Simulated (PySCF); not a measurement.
Se(Cl)(OMe) (CH₃ClOSe), SMILES [Se](OC)Cl.

The structure is a stationary point at PBE0-D3(BJ)/def2-SVP. Other conformers were not sampled.

Two levels are set side by side: PBE/def2-TZVP (PySCF) and M06-2X/def2-TZVP (PySCF). Same geometry, gas phase. Differences are taken from unrounded values.

```csv
quantity,M06-2X,PBE,PBE minus M06-2X
orbital gap (eV),6.89,2.53,-4.36
highest occupied level (eV),-7.98,-5.47,2.52
lowest empty level (eV),-1.10,-2.94,-1.84
dipole moment (D),1.83,1.83,0.00
mean polarisability (bohr³),53.8,56.2,2.4
```

PBE's occupied levels lie high since its potential decays too fast outside the molecule; exact exchange lowers them and widens the gap. PBE's more diffuse valence density responds more strongly to a field. Differences between two approximate levels are no errors against the true value.

Rough cost on one machine, each run with all the roots and properties that it gave: M06-2X against PBE about 3 times.
